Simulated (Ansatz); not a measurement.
```yaml
crystal:
  periodic: [false, false, false]
  atoms:
    - {symbol: O, position_ang: [-1.613660, 0.791132, -3.256560]}
    - {symbol: C, position_ang: [-0.959627, 0.491740, -2.285755]}
    - {symbol: N, position_ang: [-0.527118, 0.068794, -1.482277]}
    - {symbol: Si, position_ang: [0.071388, 0.528449, 0.430529]}
    - {symbol: Cl, position_ang: [1.655210, 1.941864, 0.064464]}
    - {symbol: Cl, position_ang: [-1.334998, 1.197328, 1.655950]}
    - {symbol: N, position_ang: [0.611840, -0.824929, 0.978943]}
    - {symbol: C, position_ang: [1.007325, -1.453403, 1.939148]}
    - {symbol: O, position_ang: [1.711934, -2.265967, 2.608565]}
basis:
  gaussian: {orbitals: def2-SVPD}
hamiltonian: {xc: {name: wB97X-V}}
```

```sh
$ ansatz run in.yaml --threads 4 --pin off --events-out ev --progress --plain --max-ram 11315MiB
```

Output, abridged:

```
Functional definition: wB97X-V
1847 factors; their error is unknown
628 factors; integrals over basis functions are off by at most 2.6e-5 eV
mean field evaluation 1: about -42036.6862 eV, gradient 6.9e1 eV
mean field evaluation 2: about -42033.6230 eV, gradient 8.4e1 eV
mean field evaluation 4: about -42046.0202 eV, gradient 4.1e0 eV
mean field evaluation 8: about -42046.0598 eV, gradient 1.7e-1 eV
mean field evaluation 16: about -42046.1900 eV, gradient 3.8e-4 eV
mean field -42046.19001154 eV, -1545.1689829931 hartree, gradient 2.5e-5 eV, S^2 0.000000; 0 other end points of the search recorded, 0 dependent functions left out
reference -42046.19000827 eV, -1545.1689828727 hartree; 45, 45 occupied and 159, 159 virtual orbitals, 1847 factors
Total energy: -42046.19000827 eV, -1545.1689828727 hartree
```

Hardware: 4 threads of an Arm Neoverse V2 on a shared host. Wall time 12 s, peak host memory 0.89 GiB.
